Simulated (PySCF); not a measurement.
Symmetry of computed structures. Computed with CAM-B3LYP/def2-SVPD in PySCF (dipole) on a GFN2-xTB geometry, gas phase. The symmetry is that of the one conformer found, every atom within 0.08 Å of its image; none is proved a minimum here.

`[CH3:1][CH2:2][C:3]([CH3:4])([CH3:5])[CH3:6]`: symmetry, top, dipole?

Cs; near-prolate asymmetric top; symmetry number 1; 2 operations, which sort the 20 atoms into 13 sets; dipole 0.05 D; A, B, C = 4330, 2522, 2511 MHz; heavy atoms equivalent by symmetry: C5/C6.

What symmetry has `[CH3:1][O:2][SiH:3]1[CH2:4][SiH2:5][CH2:6]1` with C1–O2–Si3–C4 -76°?

C1; near-prolate asymmetric top; symmetry number 1; this conformer is chiral (no improper operation); dipole 1.21 D.

What symmetry has `[CH3:1]/[C:2](=[CH:3]/[F:4])[C:5](=[O:6])[F:7]` with C1–C2–C5–O6 -179°, H–C1–C2–C3 0° (nearest H)?

Cs; asymmetric top; symmetry number 1; 2 operations, which sort the 11 atoms into 10 sets; dipole 4.33 D, in the ab plane, which is the mirror; A, B, C = 3786, 2397, 1481 MHz.
